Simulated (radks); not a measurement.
Problem. Radial electron density D(r) = 4 pi r^2 rho(r) of an atom or ion with 4 electrons. Calculated with a radial shooting solver on a logarithmic mesh with Libxc functionals: Dirac Kohn-Sham, PBE, spin-unpolarised, spherical densities, finite nucleus; Fermi nuclear charge, rms radius of each element as measured or else 0.836 A^(1/3) + 0.57 fm.

r (bohr)  D(r) (e/bohr)
0.01251         0.06378
0.01541         0.09444
0.01897          0.1391
0.02335          0.2035
0.02899          0.2996
0.03569          0.4303
0.04394          0.6105
0.0541           0.8531
0.06661           1.170
0.08201           1.570
0.1018            2.067
0.1253            2.603
0.1543            3.146
0.19              3.615
0.2339            3.910
0.2879            3.929
0.3574            3.594
0.44              2.955
0.5417            2.140
0.667             1.352
0.8212           0.7835
1.011            0.5248
1.245            0.5381
1.545            0.6927
1.902            0.8061
2.342            0.7755
2.884            0.5978
3.55             0.3611
4.371            0.1677
5.425           0.05548
6.679           0.01334
8.224          0.002076

What is the nuclear charge?

Solution. Z = 4. The innermost maximum, from 1s, lies near gamma/Z bohr with gamma = sqrt(1 - (Z/c)^2) = 1.000, here 0.25 bohr (found: 0.264), and its height grows with Z. The density is that of neutral beryllium in [He] 2s2; the configuration itself is not fixed sharply by these data. D(r) has 2 maxima, at r = 0.264, 2.03 bohr, and minima at 1.10 bohr, inside which lie 2.06 electrons.
